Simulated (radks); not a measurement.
Question: Radial electron density D(r) = 4 pi r^2 rho(r) of an atom or ion with 4 electrons. Calculated with a radial shooting solver on a logarithmic mesh with Libxc functionals: scalar-relativistic Kohn-Sham, AM05, spin-polarised, spherical densities, point nucleus.

r (bohr)  D(r) (e/bohr)  spin D(r)
0.02612          0.7972     0.0363
0.02922          0.9609     0.0437
0.03268           1.153     0.0524
0.03685           1.395     0.0632
0.04121           1.656     0.0748
0.0461            1.954     0.0880
0.05156           2.290      0.103
0.05813           2.692      0.120
0.06502           3.103      0.137
0.07273           3.543      0.155
0.08135           4.002      0.173
0.09099           4.467      0.191
0.1026            4.953      0.207
0.1147            5.371      0.218
0.1283            5.729      0.225
0.1436            5.999      0.225
0.1606            6.156      0.217
0.181             6.170      0.198
0.2025            6.022      0.171
0.2265            5.713      0.135
0.2533            5.252     0.0943
0.2834            4.663     0.0530
0.3195            3.935     0.0160
0.3574            3.222   -0.00284
0.3997            2.535    0.00310
0.4471            1.929     0.0423
0.5001            1.447      0.120
0.5638            1.095      0.248
0.6306           0.9194      0.402
0.7054           0.8671      0.576
0.789            0.8948      0.745
0.8825           0.9510      0.881
0.995            0.9876      0.960
1.113            0.9633      0.953
1.245            0.8710      0.868
1.392            0.7257      0.725
1.557            0.5621      0.562
1.756            0.4129      0.413
1.964            0.3304      0.330
2.197            0.3128      0.313
2.457            0.3443      0.344
2.77             0.3931      0.393
3.099            0.4143      0.414
3.466            0.3878      0.388
3.877            0.3151      0.315
4.336            0.2200      0.220
4.889            0.1257      0.126
5.468           0.06291     0.0629
6.116           0.02646     0.0265
6.841          0.009237    0.00924
7.652          0.002633    0.00263
8.628         0.0005363   0.000536

What is the nuclear charge?

Answer: Z = 6. The innermost maximum, from 1s, lies near gamma/Z bohr with gamma = sqrt(1 - (Z/c)^2) = 0.999, here 0.167 bohr (found: 0.173), and its height grows with Z. The density is that of the carbon ion C2+ in [He] 2s1 3s1; the configuration itself is not fixed sharply by these data. D(r) has 3 maxima, at r = 0.173, 1.01, 3.10 bohr, and minima at 0.711, 2.14 bohr, inside which lie 2.09, 3.04 electrons.
